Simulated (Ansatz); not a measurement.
Cost and result for the atomization energy of C$_{2}$H$_{8}$OSSi, SMILES `OCC[SiH2]S` (13 atoms, 12 bonds).

```xyz
13

O    -1.5267    0.1527   -0.6592
C    -1.0259   -0.8921    0.1606
C     0.4838   -0.8900    0.0576
Si    1.2365    0.7928    0.4395
S     1.2498    2.1100   -1.2398
H    -2.4774    0.2118   -0.5422
H    -1.3246   -0.7324    1.2053
H    -1.4354   -1.8591   -0.1604
H     0.8005   -1.1997   -0.9428
H     0.8939   -1.6183    0.7654
H     0.5097    1.3779    1.6001
H     2.6702    0.6492    0.8052
H    -0.0543    1.8972   -1.4894
```

The species carries charge 0 and has multiplicity 1. Geometry: relaxed with PBE0-D4/def2-TZVP. It is one conformer, not always the lowest. Program: Ansatz. All runs use 4 threads of an Arm Neoverse V2 on a shared host. Times are those of one run each, without the atoms' runs, and a repeat can differ threefold. Electronic energies, without spin–orbit coupling; frozen cores. CCSD(T)/CBS adds CCSD(T) − MP2 in def2-TZVPP to the MP2 limit, and its time is that of the two runs behind it. T1 = 0.011. B3LYP takes the VWN-RPA correlation (the form of Gaussian; ORCA's B3LYP/G).

CCSD(T)/CBS is a level of theory with its own doubt, some kJ/mol a heavy atom from the limit and from the frozen cores, so smaller differences don't rank the functionals.

```
                             level  functions  wall time  atomization (kcal/mol)  difference from CCSD(T)/CBS  per bond
   PBE-D4/def2-TZVPP (with forces)        289      2.6 s                  1117.2                         12.3       1.0
                PBE0-D4/def2-TZVPP        289      3.2 s                  1102.4                         -2.5      -0.2
r2SCAN-D4/def2-TZVPP (with forces)        289        5 s                  1105.0                          0.1       0.0
 B3LYP-D4/def2-TZVPP (with forces)        289        5 s                  1100.4                         -4.5      -0.4
                 B2PLYP/def2-TZVPP        289        6 s                  1087.8                        -17.1      -1.4
                ωB97X-V/def2-TZVPP        289      8.5 s                  1108.2                          3.3       0.3
  ωB97M-V/def2-TZVPP (with forces)        289       12 s                  1107.9                          3.0       0.2
                    MP2/def2-QZVPP        551       24 s                  1104.1                         -0.8      -0.1
                CCSD(T)/def2-TZVPP        289    3.3 min                  1075.8                        -29.1      -2.4
                 CCSD(T)/CBS(def2)          –    3.7 min                  1104.9                          0.0       0.0
```

In def2-TZVPP, CCSD(T) changes the Hartree–Fock value by +270.5 kcal/mol (the triples alone add +14.8 kcal/mol) and MP2 by +281.7 kcal/mol; breaking electron pairs costs correlation energy, which Hartree–Fock lacks. The D4 term adds +11.3 kcal/mol with B3LYP and +6.0 kcal/mol with PBE0; it sums over pairs of atoms, weighted by their polarisabilities, and B3LYP, whose exchange is more repulsive, gets the larger term. From PBE to PBE0 (25 % exact exchange), in def2-TZVPP and without D4, the atomization energy moves by −13.7 kcal/mol: exact exchange takes away binding that semilocal exchange gives to molecules.
